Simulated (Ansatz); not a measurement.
`B[AsH]CO` + `B1N[SiH2]1` → `BN1B[SiH2]1` + `OC[AsH2]`  (cleavage of the B–As bond)

Gas-phase electronic energies from Ansatz, PBE0-D4/def2-TZVP geometries. CCSD(T)/CBS is the MP2 limit (def2-TZVPP, def2-QZVPP) plus CCSD(T) − MP2 in def2-TZVPP, frozen cores. DFT in def2-TZVPP. For As outer-core shells are correlated without core-valence functions, which leaves a few kJ/mol of doubt a bond. Scalar relativity is left out up to krypton. Each species was taken in one conformer, which may not be the lowest.

`B[AsH]CO`:

```xyz
10

B    -0.425    1.795   -0.479
As    0.984    0.761    0.442
C     0.119   -0.990    0.659
O    -0.360   -1.467   -0.576
H    -1.556    1.676   -0.114
H    -0.130    2.641   -1.266
H     1.911    0.436   -0.709
H    -0.687   -0.831    1.386
H     0.856   -1.669    1.104
H    -0.713   -2.352   -0.445
```

`B1N[SiH2]1`:

Cartesian coordinates in Å:
```
B -0.569 0.501 -0.859
N 0.048 -0.690 -0.545
Si 0.245 0.318 0.879
H -1.149 0.950 -1.794
H 0.219 -1.579 -0.989
H 1.650 0.674 1.209
H -0.444 -0.175 2.100
```

`BN1B[SiH2]1`:

Z-matrix (Å, degrees):
```
Si
N 1 1.781
B 1 1.927 2 44.3
H 1 1.483 2 114.3 3 115.1
H 1 1.483 2 114.3 3 -115.1
B 2 1.423 1 149.1 3 179.9
H 3 1.187 1 163.2 2 -179.9
H 6 1.197 2 119.9 1 -0.0
H 6 1.198 2 118.7 1 180.0
```

`OC[AsH2]`:

```xyz
8

O    -0.915   -0.254   -1.357
C    -0.570    0.341   -0.133
As    1.410    0.331    0.154
H    -0.750   -1.198   -1.297
H    -1.080   -0.123    0.716
H    -0.879    1.386   -0.189
H     1.461   -1.163    0.469
H     1.322    0.681    1.637
```

```
      species  LC-ωPBE energy (Eh)
   `B[AsH]CO`          -2377.28436
 `B1N[SiH2]1`           -371.38204
`BN1B[SiH2]1`           -396.82066
   `OC[AsH2]`          -2351.86841
```

(1) Work out ΔE.

Largest T1 diagnostic among the species: 0.014.

Answers

(1) ΔE = (-396.82066) + (-2351.86841) − (-2377.28436) − (-371.38204) = -0.02267 Eh = -0.62 eV. CCSD(T)/CBS gives -0.63 eV.

In def2-TZVPP, CCSD(T) changes the Hartree–Fock value by +0.19 eV (the triples alone add +0.02 eV) and MP2 by +0.20 eV. Leaving LDA and LC-ωPBE aside and taking each functional with its dispersion term where it has one, the values, not all of them listed here, spread over 0.15 eV, from BHLYP-D4 to PBE-D4. At CCSD(T), def2-SVP lies −0.12 eV from the extrapolated value and def2-TZVPP −0.01 eV.
